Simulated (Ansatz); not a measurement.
Reaction (cleavage of the P–Si bond): `F[SiH]([SiH3])P` + `[OH][AlH2]` → `[AlH2][O]P` + `F[SiH2][SiH3]`

Program: Ansatz. Geometries: PBE0-D4/def2-TZVP. ΔE: electronic, gas phase. CCSD(T)/CBS adds triple-zeta CCSD(T) − MP2 to the extrapolated MP2 energy (def2 sets, frozen cores). This one scheme is used for every species. DFT in def2-TZVPP. One conformer a species, not always the lowest.

```csv
level,ΔE (eV)
revPBE-D4,0.53
r2SCANh,0.42
```

What does CCSD(T)/CBS give? (An estimate is asked.)

Ansatz gave: +0.39 eV. The listed levels differ from it by 0.14, 0.03 eV.

Largest T1 diagnostic among the species: 0.014.

Leaving LDA and LC-ωPBE aside and taking each functional with its dispersion term where it has one, the values, not all of them listed here, spread over 0.29 eV, from BHLYP-D4 to PBE-D4. In def2-TZVPP, CCSD(T) changes the Hartree–Fock value by +0.34 eV (the triples alone add +0.05 eV) and MP2 by +0.37 eV.
